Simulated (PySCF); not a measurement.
Se(SH)2, SMILES S[Se]S (PBE0/def2-SVP optimised geometry):

```
5

Se    -0.811    -1.064     0.000
S     -1.396     1.064     0.000
H     -1.355     1.260    -1.339
S      1.396    -1.064     0.000
H      1.574    -0.973     1.340
```

Level of theory: PBE0/def2-TZVP (PySCF 2.14.0).

Question: What are the frontier orbital energies and the dipole moment?

Answer: HOMO-2 -7.80 eV, HOMO-1 -7.53 eV, HOMO -7.24 eV, LUMO -1.67 eV, LUMO+1 -1.10 eV; dipole moment 0.18 D.

Meta-Löwdin charges at PBE0/def2-TZVP: Se1 0.11, S2 -0.16, H3 0.11, S4 -0.16, H5 0.11.
